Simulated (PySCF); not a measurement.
IrO3, neutral, multiplicity 2. Atoms are numbered in the order given.

```xyz
4

Ir     0.0000     0.0000     0.0303
O      0.0000     0.0000    -1.7173
O      0.0000     1.5538     0.7128
O      0.0000    -1.5538     0.7128
```
Charge 0, spin multiplicity 2.

Geometry: B3LYP-D3(BJ)/def2-TZVP. The geometry has at least one imaginary mode, so it is a saddle point at that level. The multiplicity is an assumed one; other spin states were not compared. The def2 effective core potentials stand for the cores of Ir; spin–orbit coupling is left out.

These are PBE/def2-TZVPD run with PySCF values and carry that method's errors.

Isolated molecule, no solvent.

```yaml
total_energy: -329.93747 hartree
point_group: C2v
"α spin, highest occupied and lowest empty level": -6.79 and -6.09 eV
"β spin, highest occupied and lowest empty level": -8.03 and -5.90 eV
dipole_moment: 0.73 D
quadrupole, principal values (traceless, Buckingham form, about the centre of nuclear charge): -2.13, -1.56, 3.69 D·Å
mean_static_polarisability: 46.7 bohr³ (6.92 Å³)
polarisability_principal_values: 33.0, 50.5, 56.6 bohr³
"⟨S²⟩": 0.753 (pure state 0.75)
```
